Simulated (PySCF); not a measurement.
In(H)(F)2(NH3), H₄F₂InN, singlet, PBE0/def2-SVP optimised geometry.

```
8

In    -1.04    -0.45     0.00
H     -1.87     1.03     0.00
F     -0.87    -1.62    -1.59
F     -0.85    -1.61     1.59
N      1.27    -0.45     0.00
H      1.46    -1.03     0.82
H      1.87     0.37     0.02
H      1.47    -1.01    -0.83
```

Density from PBE0/def2-TZVP, def2 effective core potentials past Kr (PySCF) at that geometry. The core electrons that the potentials of In replace are not part of the density.

Minimum of the electron density along straight lines between bonded atoms, close to the bond critical point (lines longer than 1.1 times the sum of covalent radii, or with two minima, are not listed):

```
bond    length / Å  ρ at the minimum / e bohr⁻³  ∇²ρ there / e bohr⁻⁵  position (fraction from the first atom)
------  ----------  ---------------------------  --------------------  ---------------------------------------
In1–H2       1.703                        0.109                  0.10                                     0.64
In1–F3       1.979                        0.105                  0.55                                     0.52
In1–F4       1.980                        0.105                  0.55                                     0.52
In1–N5       2.309                        0.061                  0.19                                     0.50
N5–H6        1.022                        0.330                 -1.70                                     0.75
N5–H7        1.018                        0.333                 -1.66                                     0.74
N5–H8        1.022                        0.330                 -1.68                                     0.75
```
